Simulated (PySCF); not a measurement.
**RbF₂⁻ at several levels of theory**

All levels use the PBE0 minimum (singlet; Rb–F 2.545 Å (×2); F–Rb–F 180.0°), basis [Rb def2-TZVPD with ECP28, F def2-TZVPD], scalar-relativistic core potentials, density fitting, no spin–orbit coupling, PySCF. For vertical energies the ionised species is a doublet (spins chosen at PBE0 and kept). Open shells are unrestricted, also as the reference of the correlated levels. A dash marks a value that was not computed or is not defined at that level.

```tsv
level	vertical detachment energy (eV)	−ε(HOMO) (eV)	gap (eV)
PBE0	4.30	2.22	4.95
HF	4.78	7.09	10.27
MP2	5.59	–	–
PBE	3.79	0.48	2.85
r2SCAN	3.84	0.71	3.49
B3LYP	4.34	2.01	4.57
TPSSh	3.92	1.19	3.78
CAM-B3LYP	4.91	3.85	6.77
HSE06	4.26	1.82	4.38
```

The lowest empty level of this anion is unbound, so it and the gap depend on the basis.
